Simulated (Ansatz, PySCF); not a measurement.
dibromo-chloro-fluoromethane (CBr2ClF), SMILES FC(Cl)(Br)Br. Atoms are numbered in the order given.

```xyz
5

F     -1.6696     0.5892     0.0000
C     -0.3483     0.4135     0.0000
Cl     0.4467     1.9996     0.0000
Br     0.1408    -0.5915    -1.6034
Br     0.1408    -0.5915     1.6034
```
Charge 0, spin multiplicity 1.

Geometry optimised at TPSSh-D3(BJ)/def2-SVP.

Two levels are set side by side: PBE-D3(BJ)/def2-SVP (Ansatz, a first-principles code) and TPSSh-D3(BJ)/def2-SVP (PySCF). Each level has its own optimised geometry; the coordinates shown are those of the second. Frequencies come from the Hessian of PySCF at each geometry. Differences are taken from unrounded values.

```csv
quantity,TPSSh-D3(BJ)
mean bond length (Å),1.754
bond F1–C2 (Å),1.333
bond C2–Cl3 (Å),1.774
bond C2–Br4 (Å),1.954
bond C2–Br5 (Å),1.954
highest harmonic wavenumber (cm⁻¹),1131
mean harmonic wavenumber (cm⁻¹),481
zero-point energy (kcal/mol),6.19
```

Task: What does PBE-D3(BJ) give, and how far is it from TPSSh-D3(BJ)? (An estimate is asked for; the answer gives what the named calculation found.)

Result: 
| quantity | PBE-D3(BJ) | PBE-D3(BJ) minus TPSSh-D3(BJ) |
|---|---|---|
| mean bond length (Å) | 1.761 | 0.007 |
| bond F1–C2 (Å) | 1.337 | 0.004 |
| bond C2–Cl3 (Å) | 1.777 | 0.003 |
| bond C2–Br4 (Å) | 1.966 | 0.011 |
| bond C2–Br5 (Å) | 1.966 | 0.011 |
| highest harmonic wavenumber (cm⁻¹) | 1109 | -23 |
| mean harmonic wavenumber (cm⁻¹) | 471 | -10 |
| zero-point energy (kcal/mol) | 6.06 | -0.13 |

Exact exchange shortens and stiffens bonds; PBE has none. Differences between two approximate levels are no errors against the true value.
